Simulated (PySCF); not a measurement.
**Ba⁺ (barium, charge +1) across methods**

[Xe] 5d1, 2D determinant (an excited configuration). Computed with PySCF 2.14 in def2-TZVPPD with the def2 core potential (46 electrons), with scalar relativity through the core potential.

```tsv
method	E (hartree)	mean ε 5p α (eV)	mean ε 5p β (eV)	mean ε 5d α (eV)	Σ⟨r²⟩ (bohr²)	⟨S²⟩
wB97X-V	-25.2220	-27.506	-27.099	-8.728	45.05	0.751
LDA	-25.1519	-23.318	-23.017	-6.334	45.74	0.750
r2SCAN	-25.2511	-23.947	-23.569	-6.475	45.13	0.751
wB97X	-25.2410	-27.468	-27.066	-8.647	44.94	0.751
PBE	-25.2536	-23.428	-23.111	-6.396	45.51	0.751
MN15	-25.2087	-25.563	-25.208	-7.319	45.79	0.750
UHF	-24.90814	-28.835	-28.068	-8.666	45.89	0.754
PBE0	-25.2376	-24.997	-24.576	-7.101	45.25	0.751
BP86	-25.3005	-23.515	-23.228	-6.496	45.41	0.751
```

Energies and moments cover only the electrons outside the core potential. Spin-orbit coupling, absent here, splits the open shell strongly.
